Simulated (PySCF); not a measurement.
C₃H, SMILES [C][C][CH-] (connectivity only; charge and spin as stated), charge -1, multiplicity 1. Atoms are numbered in the order given.

```xyz
4

C      0.1618     1.2194     0.0000
C      0.0069    -0.1135     0.0000
C     -0.0297    -1.3912     0.0000
H     -0.8336     1.7118     0.0000
```
Charge -1, spin multiplicity 1.

Coordinates come from a PBE0-D3(BJ)/def2-TZVPD optimisation.

Level of theory: CAM-B3LYP/def2-TZVPD run with PySCF.

Symmetry labels are those of the subgroup Cs that the program uses (full group Cs).

Task: List the valence orbital energies around the gap with their symmetry. (An estimate is asked for; the answer gives what the named calculation found.)

Result: 
| orbital | symmetry | energy (eV) |
|---|---|---|
| HOMO−7 | A' | -272.79 |
| HOMO−6 | A' | -17.53 |
| HOMO−5 | A' | -14.38 |
| HOMO−4 | A' | -8.67 |
| HOMO−3 | A' | -4.77 |
| HOMO−2 | A" | -4.48 |
| HOMO−1 | A' | -3.71 |
| HOMO | A' | -1.44 |
| LUMO | A" | 3.79 |
| LUMO+1 | A' | 5.09 |
| LUMO+2 | A' | 6.03 |
| LUMO+3 | A' | 6.63 |
